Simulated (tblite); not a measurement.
Compound: C7H12N2Si.
SMILES with atom numbers: `[CH3:1][Si:2]([CH3:3])([CH3:4])[c:5]1[cH:6][cH:7][cH:8][n:9][n:10]1` (hydrogens: H11, H12, H13 on C1; H14, H15, H16 on C3; H17, H18, H19 on C4; H20 on C6; H21 on C7; H22 on C8)

Computed with GFN2-xTB (tblite), gas phase: L-BFGS steps from a force-field or distance-geometry start until the largest atomic force falls under 0.01 eV/Å.

Step 53: E = -778.4975 eV
```
atom  x, y, z in Å  |  force x, y, z in eV/Å
C1     -2.0120    1.1678   -1.0803    0.014  -0.019   0.013
Si2    -1.0816   -0.1565   -0.0763   -0.046  -0.017  -0.019
C3     -1.6676   -0.1879    1.7425    0.012   0.006  -0.028
C4     -1.2665   -1.9066   -0.8358    0.007   0.024   0.011
C5      0.7652    0.3233   -0.0594   -0.022  -0.007  -0.009
C6      1.8083   -0.5622    0.2358   -0.005  -0.002  -0.005
C7      3.0932   -0.0640    0.2679    0.001  -0.011  -0.011
C8      3.2442    1.2945   -0.0036   -0.001  -0.001  -0.013
N9      2.2232    2.0750   -0.2971    0.017   0.037   0.011
N10     1.0148    1.5997   -0.3222    0.025   0.001   0.011
H11    -2.7640    1.6686   -0.4787   -0.001  -0.020  -0.002
H12    -2.5123    0.7410   -1.9443    0.000   0.016   0.001
H13    -1.3164    1.9237   -1.4305   -0.013  -0.001  -0.002
H14    -2.7247   -0.4284    1.8059    0.005  -0.001  -0.002
H15    -1.5211    0.7816    2.2086   -0.001   0.005   0.012
H16    -1.1268   -0.9222    2.3329    0.007  -0.004  -0.008
H17    -0.3052   -2.3682   -1.0405    0.002  -0.003   0.001
H18    -1.8110   -1.8739   -1.7743    0.002   0.011   0.005
H19    -1.8113   -2.5675   -0.1689   -0.001  -0.005  -0.003
H20     1.6003   -1.6055    0.4244    0.000   0.008   0.033
H21     3.9475   -0.6874    0.4863    0.015  -0.018   0.014
H22     4.2135    1.7747    0.0065   -0.017  -0.001  -0.009
```

Step 54: E = -778.4978 eV
```
atom  x, y, z in Å  |  force x, y, z in eV/Å
C1     -2.0118    1.1693   -1.0797    0.013  -0.013   0.016
Si2    -1.0819   -0.1566   -0.0776   -0.043  -0.017  -0.029
C3     -1.6640   -0.1903    1.7421    0.012   0.004  -0.025
C4     -1.2694   -1.9064   -0.8367    0.007   0.023   0.008
C5      0.7652    0.3224   -0.0647   -0.018  -0.006  -0.005
C6      1.8071   -0.5623    0.2377    0.002   0.009   0.002
C7      3.0916   -0.0628    0.2717    0.009  -0.007   0.001
C8      3.2444    1.2944   -0.0057   -0.011  -0.001  -0.017
N9      2.2243    2.0731   -0.3077    0.014   0.030   0.013
N10     1.0161    1.5975   -0.3336    0.021  -0.006   0.009
H11    -2.7659    1.6660   -0.4774   -0.009  -0.022  -0.006
H12    -2.5086    0.7459   -1.9477    0.005   0.021   0.011
H13    -1.3164    1.9287   -1.4227   -0.013  -0.006  -0.008
H14    -2.7197   -0.4358    1.8075    0.002   0.000  -0.002
H15    -1.5207    0.7787    2.2097   -0.001   0.012   0.010
H16    -1.1188   -0.9227    2.3303    0.009  -0.010  -0.004
H17    -0.3089   -2.3693   -1.0425    0.000  -0.002   0.002
H18    -1.8144   -1.8716   -1.7749    0.002   0.007   0.006
H19    -1.8150   -2.5669   -0.1698    0.000  -0.002  -0.006
H20     1.5989   -1.6046    0.4340    0.001   0.023   0.023
H21     3.9447   -0.6841    0.5002    0.020  -0.022   0.008
H22     4.2129    1.7768    0.0068   -0.021  -0.017  -0.009
```

**Question.** Estimate the geometry and energy of step 55. (The exact step hangs on the optimiser's Hessian estimate; all steps are aligned on step 54, rigid shifts and turns removed.)

**Answer.** E = -778.4981 eV, largest force 0.035 eV/Å
```
atom  x, y, z in Å  |  force x, y, z in eV/Å
C1     -2.0115    1.1707   -1.0790    0.004  -0.001   0.012
Si2    -1.0827   -0.1566   -0.0793   -0.018  -0.009  -0.026
C3     -1.6604   -0.1928    1.7413    0.008   0.002  -0.011
C4     -1.2720   -1.9058   -0.8373    0.004   0.010   0.001
C5      0.7649    0.3217   -0.0699   -0.006  -0.001  -0.002
C6      1.8058   -0.5620    0.2396    0.007   0.017   0.010
C7      3.0901   -0.0619    0.2754    0.014  -0.003   0.010
C8      3.2444    1.2942   -0.0080   -0.011  -0.004  -0.015
N9      2.2258    2.0717   -0.3176    0.000   0.012   0.015
N10     1.0178    1.5954   -0.3444    0.004  -0.005   0.007
H11    -2.7681    1.6633   -0.4767   -0.016  -0.021  -0.005
H12    -2.5048    0.7509   -1.9508    0.006   0.020   0.013
H13    -1.3168    1.9334   -1.4158   -0.009  -0.008  -0.010
H14    -2.7148   -0.4433    1.8090    0.000   0.001  -0.002
H15    -1.5205    0.7757    2.2112    0.000   0.014   0.003
H16    -1.1109   -0.9237    2.3274    0.010  -0.012  -0.004
H17    -0.3124   -2.3701   -1.0440    0.000   0.000   0.003
H18    -1.8174   -1.8694   -1.7752    0.001   0.002   0.004
H19    -1.8183   -2.5659   -0.1704    0.001   0.000  -0.008
H20     1.5973   -1.6031    0.4432    0.000   0.032   0.015
H21     3.9421   -0.6815    0.5134    0.016  -0.018   0.000
H22     4.2120    1.7784    0.0070   -0.016  -0.027  -0.009
```

The energy changes by -0.0003 eV. The first-order estimate −F·Δx gives -0.0004 eV and the mean of the old and new forces, exact on a quadratic surface, -0.0003 eV. The step makes an angle of 83° with the force vector and moves no atom by more than 0.014 Å.
